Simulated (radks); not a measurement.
Charge is removed step by step from the 1s1/2 level of N2+, starting from [He] 2s2 2p1. All-electron calculation, Dirac Kohn-Sham, LDA (Slater exchange, Perdew-Wang correlation), spin-unpolarised, spherical densities, finite nucleus; open shells fill j = l - 1/2 first; Fermi nuclear charge, rms radius 2.5582 fm. Program: a radial shooting solver on a logarithmic mesh with Libxc functionals.

removed (e)  E - E(0) (eV)  eigenvalue (eV)  E minus straight line (eV)
0                    0.000          -420.61                       0.000
0.25                107.75          -441.46                      -7.939
0.5                 220.76          -462.61                     -10.625
0.75                339.08          -483.99                      -7.993
1                   462.76          -505.48                       0.000

Removing the whole electron costs 462.76 eV by Delta-SCF, against 420.61 eV from minus the eigenvalue at the starting occupation. Slater's transition state (half an electron removed) gives 462.61 eV. Integrating minus the eigenvalue over the occupation (Janak's theorem) gives 462.76 eV. The mean slope of the eigenvalue, de/dn, is 84.9 eV per electron.
